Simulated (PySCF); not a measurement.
C3H5, doublet, at a GFN2-xTB geometry, with bond 3-1 at 1.3 times its length; BLYP/STO-3G in PySCF.

PySCF was given this input:
```python
from pyscf import gto, scf, dft

mol = gto.Mole()
mol.atom = '''
    C     1.32517045    0.17996425   -0.00948946
    C     0.06095864    0.44136230   -0.01602886
    H     2.53592792    0.84769784   -0.03628021
    H    -0.31124892    1.47566041   -0.05242127
    C    -1.04589578   -0.57280156    0.02299841
    H    -0.64250733   -1.58055333    0.05836424
    H    -1.67008190   -0.40821458    0.90058097
    H    -1.67408412   -0.47164793   -0.86130678
'''
mol.basis = 'sto-3g'
mol.spin = 1
mol.verbose = 4
mol.build()

mf = dft.UKS(mol)
mf.xc = 'blyp'
mf.conv_tol = 1e-4
mf.kernel()
mf.analyze()
```

It wrote (shortened):

```
PySCF version 2.14.0

[INPUT] verbose = 4
[INPUT] num. atoms = 8
[INPUT] num. electrons = 23
[INPUT] charge = 0
[INPUT] spin (= nelec alpha-beta = 2S) = 1
[INPUT] symmetry False subgroup None
[INPUT] Mole.unit = angstrom
[INPUT] Symbol           X                Y                Z      unit          X                Y                Z       unit  Magmom
[INPUT]  1 C      1.325170450000   0.179964250000  -0.009489460000 AA    2.504209218867   0.340083144713  -0.017932480470 Bohr   0.0
[INPUT]  2 C      0.060958640000   0.441362300000  -0.016028860000 AA    0.115195134526   0.834053868708  -0.030290155489 Bohr   0.0
[INPUT]  3 H      2.535927920000   0.847697840000  -0.036280210000 AA    4.792209240438   1.601916753985  -0.068559660642 Bohr   0.0
[INPUT]  4 H     -0.311248920000   1.475660410000  -0.052421270000 AA   -0.588175215367   2.788594027763  -0.099061843402 Bohr   0.0
[INPUT]  5 C     -1.045895780000  -0.572801560000   0.022998410000 AA   -1.976456579038  -1.082438072124   0.043460696200 Bohr   0.0
[INPUT]  6 H     -0.642507330000  -1.580553330000   0.058364240000 AA   -1.214162886726  -2.986812918969   0.110292429068 Bohr   0.0
[INPUT]  7 H     -1.670081900000  -0.408214580000   0.900580970000 AA   -3.155997396593  -0.771413756254   1.701851386295 Bohr   0.0
[INPUT]  8 H     -1.674084120000  -0.471647930000  -0.861306780000 AA   -3.163560496284  -0.891285414918  -1.627633923431 Bohr   0.0

nuclear repulsion = 63.7960865600683
number of shells = 14
number of NR pGTOs = 60
number of NR cGTOs = 20
basis = sto-3g
ecp = {}

******** <class 'pyscf.dft.uks.UKS'> ********
method = UKS
initial guess = minao
damping factor = 0
level_shift factor = 0
DIIS = <class 'pyscf.scf.diis.CDIIS'>
diis_start_cycle = 1
diis_space = 8
diis_damp = 0
SCF conv_tol = 0.0001
SCF conv_tol_grad = None
SCF max_cycles = 50
direct_scf = True
direct_scf_tol = 1e-13
number electrons alpha = 12  beta = 11
XC library pyscf.dft.libxc version 7.1.2
    S. Lehtola, C. Steigemann, M. J. T. Oliveira, and M. A. L. Marques,  SoftwareX 7, 1–5 (2018)
XC functionals = blyp
    A. D. Becke,  Phys. Rev. A 38, 3098 (1988)
    C. Lee, W. Yang, and R. G. Parr,  Phys. Rev. B 37, 785 (1988)
    B. Miehlich, A. Savin, H. Stoll, and H. Preuss,  Chem. Phys. Lett. 157, 200 (1989)
radial grids:
    Treutler-Ahlrichs [JCP 102, 346 (1995); DOI:10.1063/1.469408] (M4) radial grids

becke partition: Becke, JCP 88, 2547 (1988); DOI:10.1063/1.454033
pruning grids: <function nwchem_prune>
grids dens level: 3
symmetrized grids: False
atomic radii adjust function: <function treutler_atomic_radii_adjust>
small_rho_cutoff = 0
Set gradient conv threshold to 0.01
tot grids = 91400
init E= -115.750344696454

cycle= 1 E= -115.643927438789  delta_E= 0.106  |g|= 0.128  |ddm|= 2.51
cycle= 2 E= -115.644238432634  delta_E= -0.000311  |g|= 0.136  |ddm|= 0.444
cycle= 3 E= -115.659871166545  delta_E= -0.0156  |g|= 0.00912  |ddm|= 0.234
cycle= 4 E= -115.65993973681  delta_E= -6.86e-05  |g|= 0.0101  |ddm|= 0.0305
cycle= 5 E= -115.66000233568  delta_E= -6.26e-05  |g|= 0.00495  |ddm|= 0.0179
Extra cycle  E= -115.659938905583  delta_E= 6.34e-05  |g|= 0.0118  |ddm|= 0.0215
converged SCF energy = -115.659938905583  <S^2> = 0.75687098  2S+1 = 2.0068592
**** SCF Summaries ****
Total Energy =                        -115.659938905583317
Nuclear Repulsion Energy =              63.796086560068282
One-electron Energy =                 -281.459922467921047
Two-electron Energy =                  102.003897002269440
Two-electron Coulomb Energy =          120.009397308151861
DFT Exchange-Correlation Energy =      -18.005500305882418
**** MO energy ****
                             alpha | beta                alpha | beta
MO #1   energy= -9.75705112244245  | -9.75634747326167  occ= 1 | 1
MO #2   energy= -9.73554150159142  | -9.73670484356661  occ= 1 | 1
MO #3   energy= -9.69794165135568  | -9.68539477132647  occ= 1 | 1
MO #4   energy= -0.66370708629556  | -0.657846045576784 occ= 1 | 1
MO #5   energy= -0.565301541685782 | -0.55468132141917  occ= 1 | 1
MO #6   energy= -0.418100358855813 | -0.404779266078553 occ= 1 | 1
MO #7   energy= -0.351133302232501 | -0.343518630047218 occ= 1 | 1
MO #8   energy= -0.331000089235468 | -0.330962885344471 occ= 1 | 1
MO #9   energy= -0.292547401848867 | -0.284432804226103 occ= 1 | 1
MO #10  energy= -0.281425606990959 | -0.270469300001849 occ= 1 | 1
MO #11  energy= -0.161270325807168 | -0.151362666885179 occ= 1 | 1
MO #12  energy= -0.0992990597690194 | 0.00202522002657202 occ= 1 | 0
MO #13  energy= 0.109155794838401  | 0.124395919900803  occ= 0 | 0
MO #14  energy= 0.156657350401127  | 0.179067268266604  occ= 0 | 0
MO #15  energy= 0.369786561021749  | 0.37468946590259   occ= 0 | 0
MO #16  energy= 0.408174643280902  | 0.410827241863797  occ= 0 | 0
MO #17  energy= 0.415858684449032  | 0.416431895044895  occ= 0 | 0
MO #18  energy= 0.444244216821384  | 0.446758318741807  occ= 0 | 0
MO #19  energy= 0.489503943436546  | 0.50103901840254   occ= 0 | 0
MO #20  energy= 0.732293785223845  | 0.752822446122715  occ= 0 | 0

To work with the spin densities directly, `use mulliken_meta_spin()` only printing them here.

 ** Mulliken spin pop alpha/beta on meta-lowdin orthogonal AOs **
 ** Mulliken Spin Density (per AO)  **
spin_pop of  0 C 1s        0.00001
spin_pop of  0 C 2s        0.13769
spin_pop of  0 C 2px       0.04847
spin_pop of  0 C 2py       0.70287
spin_pop of  0 C 2pz       0.07735
spin_pop of  1 C 1s        0.00001
spin_pop of  1 C 2s       -0.00962
spin_pop of  1 C 2px      -0.00403
spin_pop of  1 C 2py      -0.01581
spin_pop of  1 C 2pz      -0.07250
spin_pop of  2 H 1s        0.03428
spin_pop of  3 H 1s        0.07006
spin_pop of  4 C 1s        0.00000
spin_pop of  4 C 2s        0.00893
spin_pop of  4 C 2px       0.01945
spin_pop of  4 C 2py       0.00886
spin_pop of  4 C 2pz       0.00204
spin_pop of  5 H 1s       -0.00095
spin_pop of  6 H 1s       -0.00356
spin_pop of  7 H 1s       -0.00356
 ** Mulliken Spin Density (per atom)  **
spin density of  0 C =      0.96639
spin density of  1 C =     -0.10195
spin density of  2 H =      0.03428
spin density of  3 H =      0.07006
spin density of  4 C =      0.03929
spin density of  5 H =     -0.00095
spin density of  6 H =     -0.00356
spin density of  7 H =     -0.00356
 ** Mulliken pop alpha/beta on meta-lowdin orthogonal AOs **
 ** Mulliken pop       alpha | beta **
pop of  0 C 1s        0.99988 | 0.99987
pop of  0 C 2s        0.68933 | 0.55164
pop of  0 C 2px       0.51073 | 0.46226
pop of  0 C 2py       0.78416 | 0.08129
pop of  0 C 2pz       0.50974 | 0.43239
pop of  1 C 1s        0.99980 | 0.99980
pop of  1 C 2s        0.50662 | 0.51624
pop of  1 C 2px       0.50398 | 0.50802
pop of  1 C 2py       0.48930 | 0.50511
pop of  1 C 2pz       0.49912 | 0.57162
pop of  2 H 1s        0.49741 | 0.46313
pop of  3 H 1s        0.50983 | 0.43977
pop of  4 C 1s        0.99975 | 0.99975
pop of  4 C 2s        0.51262 | 0.50368
pop of  4 C 2px       0.52205 | 0.50260
pop of  4 C 2py       0.52325 | 0.51438
pop of  4 C 2pz       0.52864 | 0.52660
pop of  5 H 1s        0.47173 | 0.47268
pop of  6 H 1s        0.47102 | 0.47458
pop of  7 H 1s        0.47102 | 0.47458
In total            12.00000 | 11.00000
 ** Mulliken atomic charges   ( Nelec_alpha | Nelec_beta ) **
charge of  0C =     -0.02129  (     3.49384      2.52745 )
charge of  1C =     -0.09962  (     2.99883      3.10079 )
charge of  2H =      0.03946  (     0.49741      0.46313 )
charge of  3H =      0.05040  (     0.50983      0.43977 )
charge of  4C =     -0.13333  (     3.08631      3.04702 )
charge of  5H =      0.05559  (     0.47173      0.47268 )
charge of  6H =      0.05439  (     0.47102      0.47458 )
charge of  7H =      0.05439  (     0.47102      0.47458 )
Dipole moment(X, Y, Z, Debye): -0.17402,  0.29129, -0.01008
```
